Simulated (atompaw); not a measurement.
# Cutoff test, strontium (Sr), PAW (atompaw)

Sr (Z = 38), PAW, made with atompaw 4.2.0.5 (PBE, scalar-relativistic). Core [Ar] 3d10 4s2, reference 4p6 4d0 5s2 5p0. Waves: 5s (bound): rc 3.00 bohr; 5s channel at 0.55 Ry: rc 3.00 bohr; 4p (bound): rc 2.05 bohr; 5p (bound, empty): rc 3.00 bohr; 4d (bound, empty): rc 3.00 bohr; 4d channel at 0.75 Ry: rc 3.00 bohr. Local part: troulliermartins scheme with l = 3 at 0 Ry, radius 2.75 bohr. Core correction: smooth core density matched at 2.30 bohr. Augmentation charge: besselshape compensation charge, radius 2.60 bohr; PAW radius 3.00 bohr; waves and projectors: custom rrkj vanderbiltortho.

The pseudo-atom Hamiltonian at the reference potential is diagonalised in spherical Bessel functions j_l(qr) that vanish at 20 bohr, with q² up to the cutoff. All-electron valence levels (Ry): 5s -0.2592, 4p -1.6774, 5p -0.0944, 4d -0.0942.

Task: How do the lowest levels (Ry) of each channel move with the cutoff, and are there ghosts?

Result:

```tsv
cutoff (Ry)	s #1	s #2	p #1	p #2	d #1	d #2	d #3	f #1	Σ f·Δε (mRy)
8	-2.5435	-0.2591	-1.6020	-0.0633	-0.0901	0.0498	0.1580	0.0906	452.6
12	-2.6500	-0.2592	-1.6517	-0.0868	-0.0942	0.0480	0.1539	0.0906	154.5
18	-2.6709	-0.2592	-1.6766	-0.0940	-0.1170	-0.0941	0.0481	0.0906	4.9
21	-2.6711	-0.2592	-1.6771	-0.0941	-0.1907	-0.0942	0.0481	0.0906	1.9
30	-2.6711	-0.2592	-1.6773	-0.0943	-0.2410	-0.0942	0.0481	0.0906	0.7
40	-2.6713	-0.2592	-1.6774	-0.0943	-0.2439	-0.0942	0.0481	0.0906	0.2
400	-2.6713	-0.2592	-1.6774	-0.0944	-0.2447	-0.0942	0.0481	0.0906	0.0
```

Result: ghost states, extra bound levels that the all-electron valence spectrum of the same l lacks: s at -36.3 eV, d at -3.3 eV (a true bound ghost makes a file unfit for plane-wave use); 10 mRy is reached at 18 Ry and 1 mRy at 30 Ry.
